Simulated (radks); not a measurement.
The iodine anion I-, [Xe], held by a Watson sphere: a shell of charge +1 at radius R that stands for the Madelung well of a crystal (potential energy -1/R inside, -1/r outside, in hartree with lengths in bohr). All-electron calculation, scalar-relativistic Kohn-Sham, PBE, spin-polarised, spherical densities, finite nucleus; Fermi nuclear charge, rms radius of each element as measured or else 0.836 A^(1/3) + 0.57 fm. Program: a radial shooting solver on a logarithmic mesh with Libxc functionals. Response by self-consistent Sternheimer equations with the Hartree and adiabatic LDA kernel, the relativistic mass of each level held fixed and spin-orbit coupling left out. The sphere does not respond.

R (bohr)  e(4d) (eV)  e(5s) (eV)  e(5p) (eV)  <r> 5p (bohr)  sum of <r^2> (bohr^2)  X-ray form factor at sin(theta)/lambda = 0.1 1/angstrom  alpha (bohr^3)
3.3          -48.896     -16.700      -6.843          2.569                  72.57                                                   49.585           44.59
3.64         -48.610     -16.312      -6.486          2.597                  73.79                                                   49.543           48.35
3.67         -48.584     -16.279      -6.455          2.600                  73.89                                                   49.540           48.68
3.78         -48.491     -16.161      -6.342          2.608                  74.24                                                   49.529           49.90
4.22         -48.119     -15.713      -5.903          2.634                  75.46                                                   49.492           54.65
4.62         -47.792     -15.342      -5.532          2.652                  76.34                                                   49.469           58.72
5.79         -46.942     -14.435      -4.617          2.684                  78.01                                                   49.433           68.69
